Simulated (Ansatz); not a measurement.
The same path of CH7ClMgOSi (12 atoms, charge 0, multiplicity 1) was run twice with different band settings. Lost on the way: Mg1–Si2, H4–O5. Made: Si2–H4.

Level of theory: UKS B3LYP/def2-SVP (Ansatz).

Relaxed end points:

```xyz
12
Properties=species:S:1:pos:R:3
Mg -0.507 -0.093 -1.094
Si 0.772 2.096 -1.622
Cl -1.892 -1.782 -1.625
H 0.609 0.002 1.344
O -0.014 -0.564 0.865
C -0.464 -1.663 1.682
H 1.932 2.321 -0.684
H -0.062 3.341 -1.485
H 1.379 2.164 -2.994
H 0.392 -2.277 2.005
H -1.132 -2.258 1.048
H -1.014 -1.287 2.560
```

```xyz
12
Properties=species:S:1:pos:R:3
Mg -1.085 -1.031 -1.218
Si 0.814 1.525 -0.848
Cl -2.116 -1.767 -3.026
H -0.052 0.719 -1.797
O -0.421 -0.776 0.431
C -0.161 -0.980 1.777
H 1.937 0.694 -0.352
H -0.025 2.119 0.220
H 1.345 2.608 -1.727
H 0.889 -0.722 2.030
H -0.315 -2.034 2.087
H -0.810 -0.355 2.424
```

Common settings: movable images 7; climbing image yes; optimiser quadratic models (default); start path through a guess of the saddle point; force threshold 0.05 eV/Å; iteration limit 60; end points relaxed.

| run | spring |
| --- | --- |
| 1 | 5.0 eV/Å² |
| 2 | 50.0 eV/Å² |

Problem. What does each run give, and how far can it be trusted?

Solution. Run 1: converged after 30 iterations, highest image 0.994 eV above the first end. A vibrational analysis at the climbing image gives 2 clearly imaginary modes (1211i, 48i cm⁻¹): a point of higher order. A lower path may pass nearby, or the ends, which weren't checked, may share the extra mode.
Run 2: converged after 19 iterations, highest image 0.986 eV above the first end. The order of the point at the top wasn't checked.
The orbitals were unrestricted but ended closed-shell.
